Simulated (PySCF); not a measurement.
Computed shifts of a molecule CH11NOSi3, PBE/pcSseg-1 (PySCF), GIAO, gas phase, atoms alike by connectivity averaged where their shifts nearly agree, in ppm (number of nuclei): ²⁹Si: 2.1 (1), -54.1 (1), -119.6 (1). ¹³C: 41.5 (1). ¹⁵N: 12.4 (1). ¹H: 5.56 (1), 5.06 (3), 3.64 (3), 3.12 (1), 2.37 (1), 0.98 (1), 0.26 (1). References: ¹⁷O against H2O (σ = 334.3 ppm); ²⁹Si against TMS (σ = 335.4 ppm); ¹³C against TMS (σ = 182.0 ppm); ¹⁵N against NH3 (σ = 267.0 ppm); ¹H against TMS (σ = 31.49 ppm), references at their B3LYP-D3(BJ)/def2-TZVP geometries, non-relativistic. Geometry optimised at B3LYP-D3(BJ)/def2-SVP. The values are those of a single conformer.

Pick the molecule that these values belong to.
(A) C[Si@](N)([SiH3])[SiH2]O
(B) C[Si@@H](N[SiH3])[SiH2]O
(C) O[Si@@H]([SiH3])CN[SiH3]
(D) CN[SiH2][Si@@H](O)[SiH3]

C, O[Si@@H]([SiH3])CN[SiH3]
